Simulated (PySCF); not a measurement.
One molecule, one basis, several functionals.

Species: C3H5F3Si.
InChI=1S/C3H5F3Si/c1-2(7)3(4,5)6/h1H2,7H3

Torsions of this conformer, `[CH2:1]=[C:2]([SiH3:3])[C:4]([F:5])([F:6])[F:7]`: C1–C2–C4–F5 117°.

PySCF, def2-SVPD basis, density fitting, gas phase, PBE0-D3(BJ)/def2-SVP geometry; singlet excitations by full TDDFT with frozen cores, triplets by Tamm–Dancoff TDDFT and ionisation energies by ΔSCF, from the lowest of the holes tried. One functional is left out:

```json
{"functional": "LDA", "exact exchange (%)": "0", "HOMO energy (eV)": "-7.67", "LUMO energy (eV)": "-2.46", "lowest singlet excitation (eV)": "6.20", "lowest triplet excitation (eV)": "4.53", "dipole moment (D)": "2.220", "mean polarisability (au)": "70.4", "vertical ionisation energy (eV)": "10.69"}
{"functional": "PBE", "exact exchange (%)": "0", "HOMO energy (eV)": "-7.52", "LUMO energy (eV)": "-2.23", "lowest singlet excitation (eV)": "6.32", "lowest triplet excitation (eV)": "4.30", "dipole moment (D)": "2.148", "mean polarisability (au)": "69.4", "vertical ionisation energy (eV)": "10.51"}
{"functional": "PBE0", "exact exchange (%)": "25", "HOMO energy (eV)": "-8.71", "LUMO energy (eV)": "-1.23", "lowest singlet excitation (eV)": "6.79", "lowest triplet excitation (eV)": "4.19", "dipole moment (D)": "2.319", "mean polarisability (au)": "66.5", "vertical ionisation energy (eV)": "10.74"}
{"functional": "BHandHLYP", "exact exchange (%)": "50", "HOMO energy (eV)": "-9.73", "LUMO energy (eV)": "-0.11", "lowest singlet excitation (eV)": "7.23", "lowest triplet excitation (eV)": "4.12", "dipole moment (D)": "2.497", "mean polarisability (au)": "64.4", "vertical ionisation energy (eV)": "10.73"}
```

**Question.** Predict the row of B3LYP (20 % exact exchange) by straight lines through the other rows, and check it.

**Answer.** 
```json
{"property": "HOMO energy (eV)", "line": "-8.46", "computed": "-8.47", "computed − line": "-0.01", "PBE0 (25 %), for comparison": "-8.71"}
{"property": "LUMO energy (eV)", "line": "-1.45", "computed": "-1.45", "computed − line": "0.00", "PBE0 (25 %), for comparison": "-1.23"}
{"property": "lowest singlet excitation (eV)", "line": "6.66", "computed": "6.74", "computed − line": "+0.08", "PBE0 (25 %), for comparison": "6.79"}
{"property": "lowest triplet excitation (eV)", "line": "4.28", "computed": "4.28", "computed − line": "0.00", "PBE0 (25 %), for comparison": "4.19"}
{"property": "dipole moment (D)", "line": "2.304", "computed": "2.324", "computed − line": "+0.020", "PBE0 (25 %), for comparison": "2.319"}
{"property": "mean polarisability (au)", "line": "67.5", "computed": "67.0", "computed − line": "-0.5", "PBE0 (25 %), for comparison": "66.5"}
{"property": "vertical ionisation energy (eV)", "line": "10.67", "computed": "10.75", "computed − line": "+0.08", "PBE0 (25 %), for comparison": "10.74"}
```

**Question.** Which of these properties follows the share of exact exchange most closely, and which least?

**Answer.** Most closely the HOMO energy, least the vertical ionisation energy; the correlations over the tabulated rows are HOMO energy -0.998, LUMO energy 0.996, lowest singlet excitation 0.993, mean polarisability -0.982, dipole moment 0.978, lowest triplet excitation -0.825, vertical ionisation energy 0.641. The HOMO energy moves by -0.429 eV for every 10 %. Functionals with the same share still differ in their other parts: at 0 % LDA and PBE differ by 0.15 eV in it.
